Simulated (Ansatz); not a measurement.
HgI2⁺, relaxed as a doublet with UKS PBE0-D4/def2-TZVP in Ansatz, starting from the GFN1-xTB geometry. Force threshold 0.02 eV/Å.

In the def2 sets Hg, I take a core potential; there is no spin–orbit coupling. The relaxation made no stability test and no search for a lower SCF solution. The structure comes from a short search, and lower isomers may exist.

Start:

Cartesian coordinates in Å:
```
Hg -0.158 0.262 -1.303
I 1.152 -1.496 0.247
I -0.994 1.234 1.056
```

```tsv
step	energy (eV)	largest force component (eV/Å)	SCF passes
1	-20371.6963	0.155	25
2	-20371.7410	0.412	33
3	-20371.8219	0.594	41
4	-20371.9737	0.719	38
5	-20372.1702	0.724	37
6	-20372.3719	0.579	38
7	-20372.5367	0.370	36
8	-20372.6343	0.147	34
9	-20372.6536	0.024	33
10	-20372.6537	0.023	29
11	-20372.6538	0.000	28
```

Force components are those of the run's own axes.

End:

```xyz
3

Hg    0.0000    0.0000    0.0000
I     1.5504   -1.9719   -0.5847
I    -1.5504    1.9719    0.5847
```

By distances, no bond broke or formed. The bond that changes most is Hg1–I3, from 2.69 to 2.58 Å (atoms count from 1).

No frequencies were taken in this run, so the end may be a saddle point.

It took 35 s on 4 threads of Arm Neoverse V1 on a shared host.
